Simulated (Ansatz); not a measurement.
Coupled-cluster diagnostics for W2O4⁺, Ansatz.

Geometry of the doublet (r2SCAN-D4/def2-SVP):

```xyz
6

W    -0.821   -0.872    0.873
W     0.643    1.315    0.234
O     1.594    0.525   -0.926
O    -0.694    1.963   -0.581
O    -1.329   -1.182   -0.715
O     0.608   -1.749    1.115
```

In the def2 sets W takes a core potential; there is no spin–orbit coupling. Correlated methods freeze 4 core orbitals; core or outer-core shells of W are correlated, in sets that lack core-valence functions. In CCSD on the charge 1 doublet the largest single amplitude is 0.17, so its Hartree–Fock determinant may place the open shell otherwise than the density functionals do. No other spin state of charge 1 was run. Another isomer (doublet) lies 1.20 eV lower at PBE0-D4/def2-TZVP; other spin states weren't run for this one.

Task: Estimate the CCSD(T) correlation energy, the shares of MP2 and (T), T1 and the reference's ⟨S²⟩ for: charge 1, doublet, own geometry in def2-SVP; and the rough time on 4 threads of Arm Neoverse V2 on a shared host.

Result: 
| state | basis | correlation (eV) | MP2 share (%) | (T) share (%) | T1 | ⟨S²⟩ (pure) | wall time | remarks |
| --- | --- | --- | --- | --- | --- | --- | --- | --- |
| charge 1, doublet, own geometry | def2-SVP | -40.185 | 95.8 | 5.8 | 0.073 | 2.00 (0.75) | 2.9 min | large T1 (0.073), spin-contaminated (⟨S²⟩ 2.00) |
Customary marks for T1 are 0.02 (closed shells), 0.045 (open shells) and about 0.05 (3d metals). T1 exceeds 0.02 in 1 of 1 rows and 0.045 in 1; the higher it lies, the less the single-reference result can be trusted.
